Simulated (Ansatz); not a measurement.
Geometry optimisation, Ansatz, RKS PBE-D4/def2-SVP.

Input file:

```yaml
crystal:
  periodic: [false, false, false]
  atoms:
    - { symbol: Hf, position_ang: [0.0, 0.0, 0.0] }
    - { symbol: Cl, position_ang: [0.0, 0.0, 2.52] }
    - { symbol: F, position_ang: [1.8671, 0.0, -0.6593] }
    - { symbol: O, position_ang: [-0.975, 1.6891, -0.6893] }
    - { symbol: H, position_ang: [-1.9328, 1.4584, -0.9117] }
    - { symbol: Cl, position_ang: [-1.1869, -2.0563, -0.8392] }
basis:
  gaussian: { orbitals: def2-SVP }
hamiltonian:
  xc: pbe
  dispersion: d4
relax:
  f_tol: 0.02
  max_steps: 40
```

Run as:

```bash
$ ansatz run input.yaml --threads 2 --pin off --max-ram 3072MiB --backend cpu --events-out ev --progress --plain --runs-dir out
```

Q: Where does it end, and by what steps?

A: The run converged. After 10 steps the energy has fallen by 0.798 eV; H5 moved furthest, 0.62 Å.

| step | energy less start (eV) | largest force component (eV/Å) | accepted |
| --- | --- | --- | --- |
| 0 | 0.0000 | 2.650 | yes |
| 1 | -0.5779 | 1.405 | yes |
| 2 | -0.6842 | 0.484 | yes |
| 3 | -0.7116 | 0.318 | yes |
| 4 | -0.7299 | 1.388 | yes |
| 5 | -0.7855 | 0.168 | yes |
| 6 | -0.7945 | 0.216 | yes |
| 7 | -0.7963 | 0.196 | yes |
| 8 | -0.7964 | 0.193 | yes |
| 9 | -0.7978 | 0.032 | yes |
| 10 | -0.7978 | 0.001 | yes |

```xyz
6
Properties=species:S:1:pos:R:3
Hf -0.081 -0.117 0.022
Cl 0.000 -0.036 2.381
F 1.686 0.105 -0.673
O -1.178 1.298 -0.626
H -1.708 2.028 -0.971
Cl -0.947 -2.187 -0.712
```

Time of the run: 29 s on 2 threads of Arm Neoverse V1, on a shared host, peak memory 0.16 GiB.
